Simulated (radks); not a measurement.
Species: Sb4+. Configuration: [Kr] 4d10 5s1. Calculated with a radial shooting solver on a logarithmic mesh with Libxc functionals: Dirac Kohn-Sham, SOGGA, spin-unpolarised, spherical densities, point nucleus.

Normalised radial functions P(r) = r R(r) (large component), r in bohr:

| r | 3d5/2 | 4p3/2 |
|---|---|---|
| 0.002982 | 0.0001 | 0.0060 |
| 0.003914 | 0.0002 | 0.0100 |
| 0.005179 | 0.0005 | 0.0168 |
| 0.006853 | 0.0012 | 0.0278 |
| 0.009067 | 0.0027 | 0.0456 |
| 0.0119 | 0.0057 | 0.0723 |
| 0.01575 | 0.0123 | 0.1134 |
| 0.02083 | 0.0261 | 0.1720 |
| 0.02735 | 0.0528 | 0.2468 |
| 0.03618 | 0.1058 | 0.3367 |
| 0.04788 | 0.2033 | 0.4201 |
| 0.06284 | 0.3644 | 0.4575 |
| 0.08315 | 0.6222 | 0.3951 |
| 0.11 | 0.9771 | 0.1802 |
| 0.1456 | 1.3830 | -0.1775 |
| 0.1911 | 1.7157 | -0.5389 |
| 0.2528 | 1.8379 | -0.6878 |
| 0.3345 | 1.6301 | -0.4003 |
| 0.4391 | 1.1639 | 0.2566 |
| 0.5809 | 0.6236 | 0.9565 |
| 0.7686 | 0.2361 | 1.2430 |
| 1.009 | 0.0607 | 1.0244 |
| 1.335 | 0.0088 | 0.5717 |
| 1.766 | 0.0006 | 0.2128 |
| 2.337 | 0.0000 | 0.0490 |
| 3.068 | 0.0000 | 0.0066 |
| 4.059 | 0.0000 | 0.0004 |
| 5.37 | 0.0000 | 0.0000 |

3d5/2: eigenvalue -554.40 eV, 0 radial nodes, <r> = 0.307 bohr, 90 % of the charge inside 0.483 bohr. 4p3/2: eigenvalue -141.61 eV, 2 radial nodes at r = 0.128, 0.399 bohr, <r> = 0.860 bohr, 90 % of the charge inside 1.26 bohr.
